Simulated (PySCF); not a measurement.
## A thermochemical cycle for GeB

PBE in PySCF with def2-TZVPPD on every atom, for the lowest determinant that a PBE0 search found; no spin–orbit coupling. GeB, a quartet (σ ↑, π ↑↑), has De = 3.51 eV to neutral atoms, and GeB⁺, a triplet (σ ↑, π ↑), has De = 2.75 eV to Ge⁺ + B.

The adiabatic ionisation energy of GeB, between the minima, is 8.66 eV.

Question: Which ionisation energy of the Ge atom does this level give?

Answer: IE(Ge) = IE(molecule) + De(ion) − De(neutral) = 8.66 + 2.75 − 3.51 = 7.90 eV; the measured value is 7.899 eV (NIST ASD).

Spin–orbit coupling is left out. For an ion De counts to the pair picked by the measured ionisation energies or electron affinities, which need not be the lowest pair at this level. States were picked by a PBE0 search and need not be the measured ground states.
